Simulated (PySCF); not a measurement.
## Core-level binding energies of `C[CH](C)[Ga@H-]([F])[S+](C)C`

Species: C₅H₁₄FGaS.
SMILES with atom numbers: `[CH3:1][CH:2]([CH3:3])[Ga@H-:4]([F:5])[S+:6]([CH3:7])[CH3:8]`

Method: PySCF, delta-SCF UKS SCAN, pcX-2 on the ionised atom, pcseg-1 elsewhere, spin-free X2C. These are vertical core ionisation energies against the vacuum level, from separate self-consistent calculations with and without the core hole.

Problem. List the computed XPS lines with their assignment.

Solution. 
| atom(s) | bonded to | level | binding energy (eV) | above the level's lowest (eV) | count |
| --- | --- | --- | --- | --- | --- |
| C1 | C and 3 H | C 1s | 290.16 | +0.58 | 1 |
| C2 | 2 C, H and Ga | C 1s | 289.58 | 0.00 | 1 |
| C3 | C and 3 H | C 1s | 290.32 | +0.74 | 1 |
| F5 | Ga | F 1s | 689.44 | 0.00 | 1 |
| S6 | 2 C and Ga | S 1s | 2477.96 | 0.00 | 1 |
| C7 | S and 3 H | C 1s | 291.59 | +2.01 | 1 |
| C8 | S and 3 H | C 1s | 291.62 | +2.04 | 1 |

Lowest listed C 1s: C2, bonded to 2 C, H and Ga. Highest, 2.04 eV above it: C8, bonded to S and 3 H. The widest gap between neighbouring values is 1.27 eV, between 290.32 and 291.59 eV. Summing the Pauling electronegativity differences to the bonded atoms, each weighted by its formal bond order, gives -1.09 for the lowest site and -1.02 for the highest; no listed site has a larger sum than the highest. The values 291.59 and 291.62 eV lie too close for their order to be trusted.

Problem. Express the binding energy of C 1s of C8 in atomic units and per mole.

Solution. 291.62 eV = 10.7168 Eh = 28137 kJ/mol.

Not every level is listed. No level of gallium is listed. One conformer (not necessarily the lowest) at the PBE0-D3(BJ)/def2-SVP geometry, without solvent, vibrations or thermal averaging.

Shape of the structure used: `[CH3:1][CH:2]([CH3:3])[Ga@H-:4]([F:5])[S+:6]([CH3:7])[CH3:8]`: C1–C2–Ga4–F5 10°, C2–Ga4–S6–C7 69°.
